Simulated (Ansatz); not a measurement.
Reaction (cleavage of the Al–Si bond): `C[SiH2][Al]([F])[SiH3]` + HCl → `[F][Al]([SiH3])[Cl]` + `C[SiH3]`

Calculated with Ansatz (gas phase, PBE0-D4/def2-TZVP geometries, no zero-point term in ΔE). CBS: MP2 limit from def2 TZ/QZ plus the TZ coupled-cluster correction, frozen cores. This one scheme is used for every species. Functionals use def2-TZVPP. B3LYP here is the variant with VWN-RPA as its local correlation; programs differ in this. Each species was taken in one conformer, which may not be the lowest.

Problem. Is it downhill or uphill in electronic energy at CCSD(T)/CBS, and by how much? (Best estimate.)

Solution. The calculation gave: Downhill: ΔE = -170.6 kJ/mol.

Problem. What do these levels give: PBE-D4, B3LYP-D4, ωB97M-V, PBE, r2SCAN, PBE0, B3LYP, MP2/def2-TZVPP, SCS-MP2/def2-TZVPP, HF/def2-QZVPP, MP2/def2-QZVPP, SCS-MP2/def2-QZVPP? (Best estimate.)

Solution. The calculation gave: PBE-D4 -150.6, B3LYP-D4 -169.2, ωB97M-V -175.9, PBE -153.0, r2SCAN -171.8, PBE0 -160.6, B3LYP -172.8, MP2/def2-TZVPP -179.0, SCS-MP2/def2-TZVPP -179.1, HF/def2-QZVPP -194.0, MP2/def2-QZVPP -180.8, SCS-MP2/def2-QZVPP -181.0 kJ/mol.

Largest T1 diagnostic among the species: 0.013.

From PBE to PBE0 (25 % exact exchange), in def2-TZVPP and without D4, ΔE moves by −7.6 kJ/mol. The D4 term adds +3.6 kJ/mol with B3LYP and +2.5 kJ/mol with PBE0; it sums over pairs of atoms, weighted by their polarisabilities, and B3LYP, whose exchange is more repulsive, gets the larger term.
